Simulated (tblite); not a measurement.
Record of a relaxation.

3-cyclopentyl-1-propyne, C8H12.
Bonds: C1–C2 (triple), C2–C3, C3–C4, C4–C5, C5–C6, C6–C7, C7–C8, C4–C8. Hydrogens: H9 on C1; H10, H11 on C3; H12 on C4; H13, H14 on C5; H15, H16 on C6; H17, H18 on C7; H19, H20 on C8.

Computed with GFN2-xTB (tblite), gas phase: L-BFGS steps from a force-field or distance-geometry start until the largest atomic force falls under 0.01 eV/Å. 7 of its 71 geometries are shown.

Step 0: E = -630.5211 eV, largest atomic force 2.979 eV/Å
```
atom  x, y, z in Å  |  force x, y, z in eV/Å
C1      2.617    0.080    1.398   -1.004  -0.464  -2.196
C2      2.107   -0.141    0.306    1.518   0.285   2.547
C3      1.532   -0.447   -0.990    0.540   0.103  -0.736
C4      0.041   -0.242   -0.943   -0.422  -0.565   0.643
C5     -0.616   -1.168    0.109   -0.470   0.124  -0.253
C6     -1.896   -0.349    0.340    0.986  -0.190   0.427
C7     -1.182    0.964    0.714   -1.108  -0.714   0.431
C8     -0.342    1.174   -0.508    0.970   1.244  -0.575
H9      3.061    0.271    2.348   -0.296  -0.067  -0.557
H10     1.951    0.275   -1.738   -0.007  -0.716   0.365
H11     1.736   -1.505   -1.281    0.181   0.730   0.150
H12    -0.487   -0.449   -1.870    0.484  -0.191  -0.470
H13    -0.018   -1.195    1.047   -0.359  -0.368  -0.760
H14    -0.822   -2.163   -0.300    0.257   0.075   0.249
H15    -2.358   -0.224   -0.649   -0.541  -0.192   0.686
H16    -2.525   -0.741    1.143   -0.145   0.102  -0.452
H17    -0.556    0.690    1.586   -0.366   0.857  -0.273
H18    -1.925    1.723    0.915    0.249   0.463   0.238
H19     0.574    1.784   -0.292   -0.746  -0.367  -0.172
H20    -0.896    1.675   -1.338    0.276  -0.151   0.708
```

Step 12: E = -631.0321 eV, largest atomic force 0.268 eV/Å
```
atom  x, y, z in Å  |  force x, y, z in eV/Å
C1      2.635    0.067    1.380    0.004  -0.008  -0.038
C2      2.196   -0.172    0.292    0.060  -0.099   0.023
C3      1.598   -0.462   -0.995   -0.242   0.110  -0.037
C4      0.070   -0.255   -0.947   -0.096   0.068   0.010
C5     -0.660   -1.173    0.054    0.079   0.029  -0.226
C6     -1.906   -0.367    0.408    0.169   0.113   0.031
C7     -1.252    0.977    0.720   -0.029   0.072  -0.023
C8     -0.345    1.173   -0.500    0.208   0.092  -0.032
H9      3.041    0.278    2.325   -0.004   0.002  -0.038
H10     2.018    0.218   -1.752   -0.020  -0.163   0.149
H11     1.819   -1.498   -1.296   -0.010   0.228   0.131
H12    -0.307   -0.447   -1.960   -0.022   0.006   0.113
H13    -0.044   -1.289    0.948   -0.009  -0.085  -0.023
H14    -0.870   -2.153   -0.362   -0.057  -0.115  -0.061
H15    -2.539   -0.258   -0.478   -0.042  -0.081   0.113
H16    -2.500   -0.785    1.220    0.120   0.016   0.027
H17    -0.645    0.890    1.629   -0.143   0.026  -0.159
H18    -1.950    1.804    0.850   -0.049  -0.069  -0.027
H19     0.532    1.772   -0.242   -0.071  -0.006  -0.067
H20    -0.896    1.691   -1.296    0.155  -0.136   0.135
```

Step 23: E = -631.0957 eV, largest atomic force 0.075 eV/Å
```
atom  x, y, z in Å  |  force x, y, z in eV/Å
C1      2.663    0.064    1.391   -0.013  -0.002   0.017
C2      2.191   -0.186    0.321   -0.004  -0.020  -0.002
C3      1.593   -0.463   -0.969   -0.054   0.028   0.021
C4      0.075   -0.234   -0.956   -0.064  -0.009  -0.004
C5     -0.671   -1.184   -0.009   -0.025  -0.039   0.048
C6     -1.882   -0.378    0.452    0.006   0.016   0.033
C7     -1.280    1.004    0.682    0.016   0.032  -0.017
C8     -0.323    1.187   -0.501   -0.013   0.020  -0.021
H9      3.078    0.278    2.330    0.016  -0.005   0.000
H10     2.047    0.199   -1.714    0.022  -0.042  -0.001
H11     1.806   -1.500   -1.251   -0.001   0.054   0.016
H12    -0.291   -0.395   -1.974    0.021  -0.029  -0.056
H13    -0.046   -1.416    0.854    0.061   0.035   0.026
H14    -0.946   -2.123   -0.486   -0.013  -0.010  -0.071
H15    -2.639   -0.335   -0.335    0.045  -0.014   0.001
H16    -2.342   -0.788    1.350   -0.012  -0.020   0.010
H17    -0.728    1.006    1.623    0.052  -0.011  -0.031
H18    -2.032    1.791    0.732   -0.022   0.009  -0.026
H19     0.549    1.779   -0.228    0.015  -0.023   0.063
H20    -0.828    1.706   -1.316   -0.033   0.028  -0.006
```

Step 35: E = -631.0998 eV, largest atomic force 0.013 eV/Å
```
atom  x, y, z in Å  |  force x, y, z in eV/Å
C1      2.658    0.062    1.398   -0.002  -0.003  -0.001
C2      2.180   -0.183    0.329   -0.004  -0.001   0.003
C3      1.585   -0.459   -0.963    0.001   0.001   0.003
C4      0.067   -0.232   -0.964    0.004   0.007  -0.004
C5     -0.671   -1.185   -0.012    0.009   0.002  -0.008
C6     -1.877   -0.381    0.461    0.002  -0.010   0.002
C7     -1.282    1.008    0.676   -0.005  -0.004   0.006
C8     -0.327    1.190   -0.508   -0.003   0.005   0.000
H9      3.088    0.271    2.332   -0.006  -0.006   0.000
H10     2.052    0.193   -1.708   -0.002  -0.008   0.000
H11     1.797   -1.497   -1.238    0.004   0.004   0.001
H12    -0.289   -0.400   -1.986   -0.002   0.005  -0.002
H13    -0.030   -1.418    0.840   -0.003   0.004   0.003
H14    -0.952   -2.118   -0.500    0.004  -0.002   0.003
H15    -2.636   -0.347   -0.322   -0.001   0.001   0.001
H16    -2.328   -0.791    1.363   -0.002  -0.003   0.010
H17    -0.720    1.020    1.611    0.004  -0.003   0.003
H18    -2.041    1.788    0.722    0.000   0.007  -0.001
H19     0.549    1.768   -0.216    0.004   0.002  -0.012
H20    -0.827    1.722   -1.319   -0.001   0.001  -0.007
```

Step 47: E = -631.1001 eV, largest atomic force 0.010 eV/Å
```
atom  x, y, z in Å  |  force x, y, z in eV/Å
C1      2.652    0.055    1.402   -0.001  -0.001   0.005
C2      2.175   -0.182    0.330    0.002  -0.003  -0.003
C3      1.585   -0.458   -0.963   -0.004   0.002  -0.003
C4      0.067   -0.229   -0.968   -0.004   0.004   0.001
C5     -0.668   -1.182   -0.013   -0.001   0.001  -0.002
C6     -1.875   -0.382    0.463    0.004   0.005   0.005
C7     -1.281    1.008    0.676    0.004   0.004  -0.001
C8     -0.330    1.192   -0.513   -0.001   0.004  -0.004
H9      3.078    0.259    2.338   -0.002   0.000   0.004
H10     2.055    0.190   -1.709    0.001   0.002   0.001
H11     1.796   -1.497   -1.233    0.001   0.002  -0.006
H12    -0.289   -0.397   -1.989    0.005  -0.006   0.001
H13    -0.025   -1.409    0.839    0.002  -0.007  -0.003
H14    -0.945   -2.118   -0.498   -0.005  -0.007   0.003
H15    -2.639   -0.350   -0.315    0.007   0.003  -0.005
H16    -2.320   -0.792    1.368   -0.001  -0.002   0.008
H17    -0.714    1.020    1.608   -0.001   0.000   0.001
H18    -2.039    1.789    0.723   -0.001  -0.003   0.004
H19     0.546    1.774   -0.227   -0.009   0.002  -0.005
H20    -0.836    1.720   -1.322    0.005   0.000  -0.003
```

Step 58: E = -631.1004 eV, largest atomic force 0.014 eV/Å
```
atom  x, y, z in Å  |  force x, y, z in eV/Å
C1      2.638    0.043    1.411   -0.002   0.001   0.002
C2      2.172   -0.187    0.333    0.004   0.006  -0.002
C3      1.586   -0.454   -0.965    0.000  -0.001   0.004
C4      0.068   -0.227   -0.970   -0.003  -0.005  -0.002
C5     -0.663   -1.181   -0.013   -0.010   0.001  -0.003
C6     -1.867   -0.380    0.470   -0.004   0.005   0.005
C7     -1.276    1.011    0.675    0.010   0.003  -0.003
C8     -0.336    1.195   -0.521    0.004  -0.004  -0.006
H9      3.056    0.241    2.352    0.000  -0.002   0.000
H10     2.059    0.197   -1.707   -0.002   0.008   0.011
H11     1.797   -1.492   -1.240    0.005   0.002  -0.002
H12    -0.285   -0.400   -1.992   -0.008  -0.006   0.000
H13    -0.015   -1.412    0.836   -0.009   0.002  -0.008
H14    -0.946   -2.115   -0.497    0.007  -0.006  -0.002
H15    -2.635   -0.351   -0.304    0.000  -0.002  -0.006
H16    -2.307   -0.789    1.378    0.000  -0.003   0.010
H17    -0.702    1.027    1.602    0.002   0.000   0.005
H18    -2.038    1.788    0.728    0.008   0.001  -0.003
H19     0.537    1.786   -0.247    0.002  -0.004   0.002
H20    -0.851    1.712   -1.332   -0.004   0.000   0.001
```

Step 70: E = -631.1009 eV, largest atomic force 0.010 eV/Å
```
atom  x, y, z in Å  |  force x, y, z in eV/Å
C1      2.615    0.027    1.426    0.001   0.000  -0.003
C2      2.161   -0.190    0.340    0.005   0.005  -0.001
C3      1.587   -0.444   -0.965   -0.002  -0.001   0.003
C4      0.067   -0.231   -0.977   -0.001   0.001   0.000
C5     -0.660   -1.182   -0.013   -0.004   0.003   0.000
C6     -1.858   -0.377    0.481   -0.006  -0.004   0.000
C7     -1.263    1.014    0.674   -0.005  -0.005   0.003
C8     -0.342    1.192   -0.538    0.000   0.003   0.003
H9      3.025    0.214    2.373   -0.001   0.001  -0.001
H10     2.057    0.224   -1.694   -0.001  -0.004   0.005
H11     1.811   -1.476   -1.255    0.003   0.001   0.001
H12    -0.284   -0.413   -1.998    0.004   0.001  -0.003
H13    -0.007   -1.415    0.830   -0.005  -0.001  -0.004
H14    -0.948   -2.116   -0.495   -0.004   0.006   0.003
H15    -2.634   -0.349   -0.286    0.000  -0.004   0.003
H16    -2.288   -0.783    1.395    0.001   0.002  -0.001
H17    -0.676    1.033    1.593    0.007  -0.003  -0.007
H18    -2.022    1.793    0.734    0.000  -0.002   0.004
H19     0.529    1.794   -0.283    0.006   0.004   0.000
H20    -0.875    1.697   -1.344    0.001  -0.004  -0.005
```

Question: Summarise the path.

Answer: The energy falls by 55.94 kJ/mol from step 0 to step 70; nine tenths of that is first reached at step 13. It rises by more than 0.2 meV at step 1. The largest force goes from 2.979 to 0.010 eV/Å. Among the bonds C7–C8 changes most, from 1.498 to 1.532 Å; the atoms move by 0.204 Å rms after alignment.

Question: Follow the three bonds and two angles with the largest change from start to end.

Answer: 
| step | E above end (kJ/mol) | largest force (eV/Å) | C7–C8 (Å) | C8–H19 (Å) | C1≡C2 (Å) | H15–C6–H16 (°) | C3–C4–H12 (°) |
| --- | --- | --- | --- | --- | --- | --- | --- |
| 0 | 55.94 | 2.979 | 1.498 | 1.122 | 1.226 | 117.4 | 115.3 |
| 3 | 30.09 | 0.743 | 1.529 | 1.090 | 1.204 | 113.5 | 113.3 |
| 6 | 15.85 | 0.401 | 1.523 | 1.091 | 1.193 | 107.7 | 109.9 |
| 9 | 10.79 | 0.291 | 1.536 | 1.089 | 1.197 | 107.5 | 107.1 |
| 12 | 6.64 | 0.268 | 1.533 | 1.092 | 1.197 | 109.1 | 106.7 |
| 15 | 3.90 | 0.191 | 1.532 | 1.084 | 1.196 | 108.4 | 106.1 |
| 18 | 2.10 | 0.170 | 1.532 | 1.090 | 1.197 | 108.8 | 106.5 |
| 21 | 0.94 | 0.159 | 1.534 | 1.094 | 1.196 | 109.1 | 107.5 |
| 24 | 0.38 | 0.082 | 1.533 | 1.088 | 1.197 | 108.2 | 107.5 |
| 27 | 0.18 | 0.040 | 1.533 | 1.090 | 1.197 | 108.4 | 107.4 |
| 30 | 0.13 | 0.020 | 1.533 | 1.090 | 1.197 | 108.6 | 107.5 |
| 33 | 0.11 | 0.018 | 1.532 | 1.089 | 1.197 | 108.5 | 107.4 |
| 37 | 0.10 | 0.013 | 1.533 | 1.090 | 1.197 | 108.5 | 107.5 |
| 40 | 0.09 | 0.011 | 1.533 | 1.090 | 1.197 | 108.5 | 107.5 |
| 43 | 0.09 | 0.011 | 1.533 | 1.090 | 1.197 | 108.6 | 107.5 |
| 46 | 0.08 | 0.011 | 1.533 | 1.090 | 1.196 | 108.5 | 107.5 |
| 49 | 0.07 | 0.012 | 1.533 | 1.089 | 1.197 | 108.4 | 107.5 |
| 52 | 0.06 | 0.011 | 1.533 | 1.089 | 1.197 | 108.6 | 107.5 |
| 55 | 0.06 | 0.012 | 1.533 | 1.090 | 1.197 | 108.6 | 107.4 |
| 58 | 0.05 | 0.014 | 1.533 | 1.090 | 1.197 | 108.5 | 107.4 |
| 61 | 0.03 | 0.017 | 1.533 | 1.089 | 1.197 | 108.5 | 107.4 |
| 64 | 0.02 | 0.015 | 1.533 | 1.090 | 1.197 | 108.6 | 107.5 |
| 67 | 0.01 | 0.013 | 1.532 | 1.089 | 1.197 | 108.6 | 107.5 |
| 70 | 0.00 | 0.010 | 1.532 | 1.089 | 1.197 | 108.5 | 107.5 |

Run on an Arm Neoverse N1 with one thread, no GPU, on a shared host.
